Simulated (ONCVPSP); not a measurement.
# Before and after: ONCV potential for Sr

strontium, optimised norm-conserving Vanderbilt (ONCV), made with ONCVPSP 4.0.1 (PBE, scalar-relativistic). Core [Ar] 3d10 4s2, reference 4p6 5s1.75 (charge +0.25). Waves: 5s: rc 3.40 bohr, ncon 3, nbas 7, qcut 2.1 1/bohr, 1 projector; 4p: rc 2.35 bohr, ncon 5, nbas 9, qcut 6.6 1/bohr, 2 projectors, debl 3.5 Ha; d scattering state at 0.15 Ha: rc 2.75 bohr, ncon 4, nbas 8, qcut 4 1/bohr, 2 projectors, debl 2.4 Ha. Local part: polynomial inside 1.70 bohr (lpopt 5, dvloc0 6 Ha). Core correction: Teter function fitted to the true core (icmod 2), fcfact 0.65.

In the d channel the program set the typed energies aside and used 0.050, 2.450 Ha.

Change: all radii but the core radius scaled by about 1.19 (s 4.06, p 2.80, d 3.28 bohr); local potential polynomial inside 2.04 bohr (lpopt 5, dvloc0 6 Ha). In the d channel the program set the typed energies aside and used -0.094, 2.306 Ha.

Cutoffs: the cutoffs (Ha) at which the residual kinetic energy of the hardest occupied pseudo-wave falls to 1 and 0.1 mHa per electron; they do not see the model core or the augmentation charge, which bear on the density cutoff. Errors are all-electron minus pseudo energies relative to the spin-unpolarised reference configuration.

Question: What does the change do?

Answer: The potential gets neither clearly harder nor softer (7.6 Ha and 15 Ha → 7.6 Ha and 9.2 Ha); of the 4 tests that both files solve, the error grows in 0 and shrinks in 3 by more than 15 % and 0.3 meV (median size 14.2 → 2.0 meV); neither file shows a bound ghost. That the errors move this way runs against the usual rule that smaller radii transfer better.

```tsv
quantity	base	changed
cutoff, loose	7.6 Ha	7.6 Ha
cutoff, tight	15 Ha	9.2 Ha
loose cutoff by channel	s 1.5 Ha, p 7.6 Ha	s 1.3 Ha, p 7.6 Ha
bound ghosts	none	none
GHOST(+) flags under 300 eV	none	none
error for 4p6 5s2, meV [ΔE -1.02 eV]	+0.4	+0.3
error for 4p6 5s1, meV [ΔE 4.86 eV]	+5.3	+3.0
error for 4p6 5s0, meV [ΔE 15.87 eV]	+36	+18
error for 4p6 4d1 5s0, meV [ΔE 6.63 eV]	-23	-1.0
rms error of d²Exc/dni dnj with the model core, mHa	0.46	0.42
```

Base: The cutoffs count occupied waves only; projector 2 of the d channel, the hardest unoccupied one, needs 26 Ha at the loose tolerance.
